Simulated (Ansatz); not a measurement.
Compare A (`CC(=O)OBF`) with its isomer B (`BC(F)OC=O`).

Gas-phase electronic energies from Ansatz, PBE0-D4/def2-TZVP geometries. CBS: MP2 limit from def2 TZ/QZ plus the TZ coupled-cluster correction, frozen cores. Functionals use def2-TZVPP. B3LYP here is the variant with VWN-RPA as its local correlation; programs differ in this. Each species was taken in one conformer, which may not be the lowest.

**Question.** Which isomer does CCSD(T)/CBS put lower? Give the gap. (An estimate is asked.)

**Answer.** Ansatz gave: A, by 99.1 kcal/mol.

**Question.** Give E(B) − E(A) in kcal/mol with B3LYP, MP2/def2-TZVPP, PBE0-D4, ωB97M-V, CCSD/def2-TZVPP, PBE-D4, r2SCAN-D4. (Estimate.)

**Answer.** The calculation gave: B3LYP 97.4, MP2/def2-TZVPP 101.4, PBE0-D4 97.2, ωB97M-V 97.9, CCSD/def2-TZVPP 99.0, PBE-D4 94.8, r2SCAN-D4 98.3. None reverses the order clearly.

Largest T1 diagnostic: 0.015.

From PBE to PBE0 (25 % exact exchange), in def2-TZVPP and without D4, E(B) − E(A) moves by +2.4 kcal/mol.
